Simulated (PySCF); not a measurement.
Sn(N(SiH3)2)2.
Bonds: Sn1–N2, Sn1–N11, N2–Si3, N2–Si4, N11–Si12, N11–Si13. Hydrogens: H5, H6, H7 on Si3; H8, H9, H10 on Si4; H14, H15, H16 on Si12; H17, H18, H19 on Si13.

Level of theory: PySCF, PBE0-D3(BJ)/def2-SVP geometry optimisation, gas phase, def2 core potentials past Kr.

Entries marked ? are missing. Bonds in one row agree within 0.01 Å.

| coordinate | value |
| --- | --- |
| Sn1–N2, Sn1–N11 | ? |
| N2–Si3 and 3 like bonds | ? |
| Si3–H5 and 11 like bonds | 1.497 Å |
| N2–Sn1–N11 | ? |
| Sn1–N2–Si3 | ? |
| Sn1–N2–Si4 | ? |
| Si3–N2–Si4 | ? |

**Question.** Fill in the missing values.

**Answer.** 
- Sn1–N2, Sn1–N11 = 2.099 Å (ends: tin bonded to 2 N; nitrogen bonded to 2 Si and Sn); equal to the sum of covalent radii, 2.10 Å.
- N2–Si3 and 3 like bonds = 1.749 Å (ends: nitrogen bonded to 2 Si and Sn; silicon bonded to N and 3 H); 0.07 Å below the sum of covalent radii, 1.82 Å.
- N2–Sn1–N11 = 98.1°, at the tin bonded to 2 N; the outer atoms are 3.171 Å apart.
- Sn1–N2–Si3 = 115.5°, at the nitrogen bonded to 2 Si and Sn; the outer atoms are 3.258 Å apart.
- Sn1–N2–Si4 = 124.1°, at the nitrogen bonded to 2 Si and Sn; the outer atoms are 3.404 Å apart.
- Si3–N2–Si4 = 120.0°, at the nitrogen bonded to 2 Si and Sn; the outer atoms are 3.030 Å apart.

Radii are Cordero's.

No PBE0-D3(BJ)/def2-SVP frequencies stand behind this structure, so it isn't proved a minimum. One conformer, not necessarily the lowest (N11–Sn1–N2–Si3 -148°, N2–Sn1–N11–Si12 37°).
